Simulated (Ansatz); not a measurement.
The same path of C₂H₉NOSSi (15 atoms, charge 0, multiplicity 1) was run twice with different band settings. The coordinate that changes most is the dihedral H9–C1–C2–S4.

Computed with Ansatz 0.2.0, RKS PBE0-D4/def2-SVP.

Relaxed end points:

```xyz
15
Properties=species:S:1:pos:R:3
C 1.041 -0.943 1.685
C 1.268 -0.671 0.219
O 2.229 -1.554 -0.248
S -0.313 -0.900 -0.757
Si -1.004 1.139 -0.877
N -2.715 1.255 -1.029
H 1.991 -0.834 2.230
H 0.671 -1.969 1.822
H 0.307 -0.240 2.102
H 1.579 0.383 0.075
H 2.333 -1.408 -1.196
H -0.525 1.801 0.376
H -0.438 1.849 -2.064
H -3.126 1.238 -1.956
H -3.320 0.802 -0.354
```

```xyz
15
Properties=species:S:1:pos:R:3
C 1.465 -0.882 1.661
C 1.132 -0.783 0.192
O 1.753 -1.833 -0.467
S -0.712 -0.872 -0.087
Si -1.198 1.195 -0.455
N -2.538 1.381 -1.519
H 1.015 -0.053 2.222
H 2.559 -0.854 1.790
H 1.089 -1.831 2.068
H 1.452 0.200 -0.207
H 1.511 -1.786 -1.399
H -1.577 1.920 0.795
H 0.050 1.797 -1.023
H -2.551 0.905 -2.414
H -3.471 1.445 -1.127
```

Common settings: spring 5.0 eV/Å²; optimiser quadratic models (default); start path through a guess of the saddle point; force threshold 0.05 eV/Å; end points relaxed.

| run | movable images | climbing image | iteration limit |
| --- | --- | --- | --- |
| 1 | 9 | yes | 52 |
| 2 | 4 | no | 60 |

Problem. What does each run give, and how far can it be trusted?

Solution. Run 1: converged after 21 iterations, highest image 0.183 eV above the first end. A vibrational analysis at the climbing image gives one clearly imaginary mode, 263i cm⁻¹, and a faint second one (27i cm⁻¹) that may be numerical noise or a soft torsion: probably a first-order saddle point.
Run 2: converged after 22 iterations, highest image 0.118 eV above the first end. No image climbed, so the highest image needn't sit at the top of the path.
